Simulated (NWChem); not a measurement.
System: CClF2 cation

The following NWChem deck was run.

```
start job
memory heap 200 mb stack 900 mb global 1100 mb
charge 1
geometry units angstroms noautosym nocenter noautoz
  F     -0.000289     1.047459    -1.067724
  C      0.001959     0.381208     0.000000
  F     -0.000289     1.047459     1.067724
  Cl    -0.000047    -1.248074     0.000000
end
basis spherical
  * library 6-31g*
end
dft
  xc pbe0
  iterations 150
end
cosmo
  do_cosmo_smd true
  solvent clbenzen
end
task dft energy
```

Output (shortened):

```
             Northwest Computational Chemistry Package (NWChem) 7.3.0
             --------------------------------------------------------

                             Geometry "geometry" -> ""
                             -------------------------

 Output coordinates in angstroms (scale by  1.889725989 to convert to a.u.)

  No.       Tag          Charge          X              Y              Z
 ---- ---------------- ---------- -------------- -------------- --------------
    1 F                    9.0000    -0.00028900     1.04745900    -1.06772400
    2 C                    6.0000     0.00195900     0.38120800     0.00000000
    3 F                    9.0000    -0.00028900     1.04745900     1.06772400
    4 Cl                  17.0000    -0.00004700    -1.24807400     0.00000000

 Effective nuclear repulsion energy (a.u.)     162.5718680494

                                 NWChem DFT Module
                                 -----------------

 Summary of "ao basis" -> "ao basis" (spherical)
 ------------------------------------------------------------------------------
       Tag                 Description            Shells   Functions and Types
 ---------------- ------------------------------  ------  ---------------------
 F                           6-31g*                  6       14   3s2p1d
 C                           6-31g*                  6       14   3s2p1d
 Cl                          6-31g*                  8       18   4s3p1d

 in cosmo_initialize ...
 calling solv_data for solv:clbenzen

 solvent parameters
 solvname_short: clbenzen
 solvname_long:  chlorobenzene
 dielec:        5.6968
 dielecinf:     2.3229
 nonaqueous SMD model solvent descriptors
 dielec:        5.6968
 sola:          0.0000
 solb:          0.0700
 solc:          0.8570
 solg:         47.4800
 solh:          0.1430
 soln:          1.5241

          ---------------
          -cosmo- solvent
          ---------------
 Cosmo: York-Karplus, doi: 10.1021/jp992097l
 dielectric constant -eps-     =   5.70
 screen = (eps-1)/(eps    )    =   0.82446
 surface charge correction     = lagrangian

   van der Waals surface
 --------------------------

 ---------- ATOMIC COORDINATES (A.U.) ------------ VDWR(ANG.) --
     1   -0.00054613    1.97941049   -2.01770579     1.730
     2    0.00370197    0.72037866    0.00000000     1.850
     3   -0.00054613    1.97941049    2.01770579     1.730
     4   -0.00008882   -2.35851787    0.00000000     2.380
 number of segments per atom =        128
 number of   points per atom =        128
 atom (   nspa,  nppa )
 ----------------------
    1 (     76,     0 )       0
    2 (     20,     0 )       0
    3 (     76,     0 )       0
    4 (    104,     0 )       0
 number of -cosmo- surface points =      276
 molecular surface =    100.805 angstrom**2
 molecular volume  =     84.818 angstrom**3
 -lineq- algorithm             =   0
 -bem- low  level              =   3
 -bem- from -octahedral-
 gaussian surface charge width =   4.50000
 degree of switching           =   1.00000
 switching function tolerance  =   0.00010
 atomic radii =
 --------------
    1  9.000  1.730
    2  6.000  1.850
    3  9.000  1.730
    4 17.000  2.380
 ...... end of -cosmo- initialization ......

 nat:                     4
 ixmem:                  1008
 calling mnsol_interface()
 G(SMD-CDS) energy (kcal/mol)  =     0.716
 SMD-CDS SASA (angstrom**2)    =    99.025

            General Information
            -------------------
          SCF calculation type: DFT
          Wavefunction type:  closed shell.
          No. of atoms     :     4
          No. of electrons :    40
           Alpha electrons :    20
            Beta electrons :    20
          Charge           :     1
          Spin multiplicity:     1
          Use of symmetry is: off; symmetry adaption is: off
          Maximum number of iterations: 150
          AO basis - number of functions:    60
                     number of shells:    26
          Convergence on energy requested:  1.00D-06
          Convergence on density requested:  1.00D-05
          Convergence on gradient requested:  5.00D-04

              XC Information
              --------------
                         PBE0 Method XC Functional
                     Hartree-Fock (Exact) Exchange  0.250
          PerdewBurkeErnzerhof Exchange Functional  0.750
            Perdew 1991 LDA Correlation Functional  1.000 local
           PerdewBurkeErnz. Correlation Functional  1.000 non-local

             Grid Information
             ----------------
          Grid used for XC integration:  medium
          Radial quadrature: Mura-Knowles
          Angular quadrature: Lebedev.
          Tag              B.-S. Rad. Rad. Pts. Rad. Cut. Ang. Pts.
          ---              ---------- --------- --------- ---------
          F                   0.50       49           8.0       434
          C                   0.70       49           7.0       434
          Cl                  1.00       88           7.0       590
          Grid pruning is: on
          Number of quadrature shells:   235
          Spatial weights used:  Erf1

      Superposition of Atomic Density Guess
      -------------------------------------

 Sum of atomic energies:        -695.85550091

 Renormalizing density from      41.00 to     40

      Non-variational initial energy
      ------------------------------

 Total energy =    -686.424250
 1-e energy   =   -1256.409818
 2-e energy   =     407.413700
 HOMO         =      -0.821021
 LUMO         =      -0.332770

   convergence    iter        energy       DeltaE   RMS-Dens  Diis-err
 ---------------- ----- ----------------- --------- --------- ---------
     COSMO gas phase
 d= 0,ls=0.0,diis     1   -696.9651734611 -8.60D+02  3.20D-02  2.40D+00
 d= 0,ls=0.0,diis     2   -696.5705513487  3.95D-01  2.08D-02  6.70D+00
 d= 0,ls=0.0,diis     3   -697.1988938457 -6.28D-01  2.99D-03  1.32D-02
 d= 0,ls=0.0,diis     4   -697.1988193135  7.45D-05  1.57D-03  1.56D-02
 d= 0,ls=0.0,diis     5   -697.2007385881 -1.92D-03  1.67D-04  1.78D-04
  Resetting Diis
 d= 0,ls=0.0,diis     6   -697.2007566530 -1.81D-05  3.29D-05  5.41D-06
 d= 0,ls=0.0,diis     7   -697.2007574155 -7.62D-07  3.80D-06  3.97D-08

   convergence    iter        energy       DeltaE   RMS-Dens  Diis-err
 ---------------- ----- ----------------- --------- --------- ---------
     COSMO solvation phase
 d= 0,ls=0.0,diis     1   -697.2846663788 -8.39D-02  1.61D-03  1.95D-03
 d= 0,ls=0.0,diis     2   -697.2847215260 -5.51D-05  6.21D-04  2.91D-03
 d= 0,ls=0.0,diis     3   -697.2850737248 -3.52D-04  7.69D-05  3.64D-05
 d= 0,ls=0.0,diis     4   -697.2850769300 -3.21D-06  3.37D-05  1.64D-05
 d= 0,ls=0.0,diis     5   -697.2850780948 -1.16D-06  1.37D-05  1.05D-06
 d= 0,ls=0.0,diis     6   -697.2850781531 -5.82D-08  2.36D-06  2.63D-08

         Total DFT energy =     -697.285078153094
      One electron energy =    -1268.130863311672
           Coulomb energy =      468.881615934215
    Exchange-Corr. energy =      -53.855905386787
 Nuclear repulsion energy =      162.571868049361

             COSMO energy =       -6.751793438211

 Numeric. integr. density =       39.999998901765

                                COSMO-SMD solvation results
                                ---------------------------

             internal energy in gas <Psi(g)|H|Psi(g)> =      -697.200757415484
         internal energy in solvent <Psi(s)|H|Psi(s)> =      -697.200312946908
                               delta internal energy  =         0.000444468575 (    0.28 kcal/mol)
   total free energy in solvent <Psi(s)|H+V/2|Psi(s)> =      -697.286219191267
 polarization energy contribution <Psi(s)|V/2|Psi(s)> =        -0.085906244359 (  -53.91 kcal/mol)
    total free energy in solvent including G(SMD-CDS) =      -697.285078153094
                       G(SMD-CDS) energy contribution =         0.001141038174 (    0.72 kcal/mol)
     1 M fixed-concentration free energy of solvation =        -0.084320737610 (  -52.91 kcal/mol)

                       DFT Final Molecular Orbital Analysis
                       ------------------------------------

 Vector   18  Occ=2.000000D+00  E=-6.053486D-01
              MO Center= -1.7D-04,  2.3D-01,  2.9D-08, r^2= 2.5D+00
   Bfn.  Coefficient  Atom+Function         Bfn.  Coefficient  Atom+Function
  ----- ------------  ---------------      ----- ------------  ---------------
    50      0.428190  4 Cl py                 4      0.386878  1 F  py
    32      0.386878  3 F  py                 8      0.252738  1 F  py
    36      0.252738  3 F  py                18     -0.204238  2 C  py
    46     -0.166058  4 Cl py                20      0.142568  2 C  s
    52     -0.136222  4 Cl s                 48     -0.108206  4 Cl s

 Vector   19  Occ=2.000000D+00  E=-5.091063D-01
              MO Center=  2.7D-04, -8.9D-01,  6.0D-10, r^2= 1.6D+00
   Bfn.  Coefficient  Atom+Function         Bfn.  Coefficient  Atom+Function
  ----- ------------  ---------------      ----- ------------  ---------------
    49      0.713904  4 Cl px                53      0.297104  4 Cl px
    45     -0.273010  4 Cl px                 3     -0.173004  1 F  px
    31     -0.173004  3 F  px                17      0.143233  2 C  px
     7     -0.128028  1 F  px                35     -0.128028  3 F  px
    21      0.070462  2 C  px                56      0.039396  4 Cl d -2

 Vector   20  Occ=2.000000D+00  E=-4.900107D-01
              MO Center=  2.1D-05, -1.0D+00,  3.8D-09, r^2= 1.4D+00
   Bfn.  Coefficient  Atom+Function         Bfn.  Coefficient  Atom+Function
  ----- ------------  ---------------      ----- ------------  ---------------
    51      0.760176  4 Cl pz                55      0.307861  4 Cl pz
    47     -0.289250  4 Cl pz                 4     -0.148674  1 F  py
    32      0.148674  3 F  py                 8     -0.104234  1 F  py
    36      0.104234  3 F  py                23      0.079033  2 C  pz
     6      0.050275  1 F  s                 34     -0.050275  3 F  s

 Vector   21  Occ=0.000000D+00  E=-2.104956D-01
              MO Center=  4.0D-03,  2.1D-01,  3.1D-10, r^2= 1.7D+00
   Bfn.  Coefficient  Atom+Function         Bfn.  Coefficient  Atom+Function
  ----- ------------  ---------------      ----- ------------  ---------------
    17      0.665371  2 C  px                21      0.428679  2 C  px
    49     -0.328772  4 Cl px                 3     -0.273946  1 F  px
    31     -0.273946  3 F  px                 7     -0.234531  1 F  px
    35     -0.234531  3 F  px                53     -0.234362  4 Cl px
    45      0.120902  4 Cl px                56      0.079288  4 Cl d -2

 Vector   22  Occ=0.000000D+00  E=-8.327817D-02
              MO Center= -1.3D-03, -7.6D-01,  2.5D-10, r^2= 2.1D+00
   Bfn.  Coefficient  Atom+Function         Bfn.  Coefficient  Atom+Function
  ----- ------------  ---------------      ----- ------------  ---------------
    20      1.492040  2 C  s                 54     -0.903252  4 Cl py
    52     -0.729434  4 Cl s                 50     -0.542534  4 Cl py
    22     -0.377444  2 C  py                16      0.332255  2 C  s
    18     -0.299592  2 C  py                48     -0.237077  4 Cl s
     6     -0.235438  1 F  s                 34     -0.235438  3 F  s

 Vector   23  Occ=0.000000D+00  E= 7.482774D-02
              MO Center= -1.0D-04,  4.7D-01,  6.0D-09, r^2= 2.3D+00
   Bfn.  Coefficient  Atom+Function         Bfn.  Coefficient  Atom+Function
  ----- ------------  ---------------      ----- ------------  ---------------
    22      1.124498  2 C  py                52      1.038632  4 Cl s
    54      0.810976  4 Cl py                 6     -0.619249  1 F  s
    34     -0.619249  3 F  s                 18      0.544861  2 C  py
    20      0.443213  2 C  s                  9     -0.395137  1 F  pz
    37      0.395137  3 F  pz                48     -0.281639  4 Cl s

     Multipole analysis of the density
     ---------------------------------

     L   x y z        total         alpha         beta         nuclear
     -   - - -        -----         -----         ----         -------
     0   0 0 0      1.000000    -20.000000    -20.000000     41.000000

     1   1 0 0      0.002714     -0.004079     -0.004079      0.010872
     1   0 1 0     -0.088833      0.027155      0.027155     -0.143143
     1   0 0 1      0.000000      0.000000      0.000000      0.000000

     2   2 0 0    -17.534456     -8.767272     -8.767272      0.000088
     2   1 1 0      0.005311      0.002603      0.002603      0.000104
     2   1 0 1     -0.000000     -0.000000     -0.000000      0.000000
     2   0 2 0    -13.817873    -91.010522    -91.010522    168.203170
     2   0 1 1     -0.000000     -0.000000     -0.000000      0.000000
     2   0 0 2    -17.570612    -45.425536    -45.425536     73.280460
```

Level: PBE0/6-31G* (spherical d), SMD on the gas-phase geometry. All runs use the structure optimised with B3LYP/6-31G* (spherical d). Solvent: chlorobenzene.
